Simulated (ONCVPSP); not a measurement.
# Cutoff test, titanium, ONCV

Ti, optimised norm-conserving Vanderbilt (ONCV), made with ONCVPSP 4.0.1 (PBE, scalar-relativistic). Core [Ne], reference 3s2 3p6 3d2 4s2. Waves: 3s+4s: rc 1.35 bohr, ncon 4, nbas 8, qcut 7 1/bohr, 2 projectors; 3p: rc 1.15 bohr, ncon 4, nbas 7, qcut 6.3 1/bohr, 1 projector; 3d: rc 1.35 bohr, ncon 4, nbas 9, qcut 12.7 1/bohr, 2 projectors, debl 3.1 Ha. Local part: polynomial inside 0.80 bohr (lpopt 4, dvloc0 1 Ha). Core correction: Teter function fitted to the true core (icmod 2), fcfact 0.25.

Q: For each optimised wave give the share of its norm inside rc, the residual kinetic energy above qcut (Ha) and the cutoffs (Ha) for errors of 10, 1, 0.1 and 0.01 mHa per electron.

A:

```json
{"wave": "3s", "norm inside rc": "0.833", "residual KE": "3.3e-04", "10 mHa": "16.2", "1 mHa": "21.8", "0.1 mHa": "56.7", "0.01 mHa": "98.5"}
{"wave": "4s", "norm inside rc": "0.033", "residual KE": "7.8e-05", "10 mHa": "5.7", "1 mHa": "18.2", "0.1 mHa": "23.9", "0.01 mHa": "44.4"}
{"wave": "3p", "norm inside rc": "0.616", "residual KE": "6.2e-04", "10 mHa": "14.4", "1 mHa": "19.0", "0.1 mHa": "64.8", "0.01 mHa": "110.1"}
{"wave": "3d", "norm inside rc": "0.489", "residual KE": "1.2e-07", "10 mHa": "40.7", "1 mHa": "51.8", "0.1 mHa": "60.9", "0.01 mHa": "68.0"}
{"wave": "d projector 2", "norm inside rc": "0.098", "residual KE": "5.2e-07", "10 mHa": "44.5", "1 mHa": "56.6", "0.1 mHa": "65.8", "0.01 mHa": "72.9"}
```

The occupied waves need 52 Ha and 65 Ha for 1 and 0.1 mHa.
